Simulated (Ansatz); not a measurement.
Molecule: C$_{6}$H$_{13}$, net charge 0, doublet state. It need not be the lowest isomer of its formula. 
Coordinates optimised at B3LYP-D3(BJ)/def2-TZVP (Ansatz, a quantum-chemistry and plane-wave program):
```xyz
19

C      2.5564     0.0413    -0.6473
C      1.1355     0.4573    -0.7676
C      0.0567    -0.1806     0.0438
C      0.1705     0.2202     1.5298
C     -1.3305     0.1387    -0.5319
C     -2.4844    -0.6072     0.1324
H      3.0499     0.4860     0.2310
H      3.1423     0.3430    -1.5177
H      2.6472    -1.0436    -0.5332
H      0.9056     1.3796    -1.2904
H      0.1987    -1.2704    -0.0023
H      1.1666     0.0020     1.9171
H     -0.5497    -0.3202     2.1461
H     -0.0111     1.2910     1.6505
H     -1.3184    -0.0961    -1.5999
H     -1.4990     1.2188    -0.4582
H     -2.3241    -1.6879     0.0975
H     -2.6059    -0.3239     1.1789
H     -3.4276    -0.3963    -0.3747
```
Charge 0, spin multiplicity 2.

Property: atomisation energy (electronic, to ground-state atoms), in eV. Cores are frozen in the correlated levels unless marked. UHF or UKS for open shells. No spin-orbit coupling. No relativistic terms. The coupled-cluster limit lacks core correlation, which all-electron functionals hold. Basis-set limits of correlation are two-point, X^-3; Hartree-Fock from the larger set. [CCSD(T)-MP2]/basis is that difference in the basis named.

| level | program | atomisation energy (eV) |
|---|---|---|
| PBE0/def2-SVP | Ansatz | 78.44 |
| PBE0-D3(BJ)/def2-TZVP | Ansatz + dftd3 | 78.01 |

**Question.** What does RI-MP2/CBS(cc-pVTZ,cc-pVQZ)+[CCSD(T)-MP2]/cc-pVTZ (Ansatz) give?

**Answer.** 77.34 eV
